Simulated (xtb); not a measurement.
GeH5NSi, SMILES [Ge]([NH2])[SiH3] (connectivity only; charge and spin as stated), neutral, multiplicity 1. All values are semi-empirical tight-binding results from xtb (GFN2-xTB unless named), good for trends rather than for accurate numbers. Geometry optimised at GFN2-xTB. The values are those of a single conformer.

For metal compounds this method's bond lengths and energies can be far off.

* **orbital gap**: 2.22 eV
* **zero-point energy**: 29.6 kcal/mol
* **G − E(el) at 298.15 K (modified RRHO)**: 10.4 kcal/mol
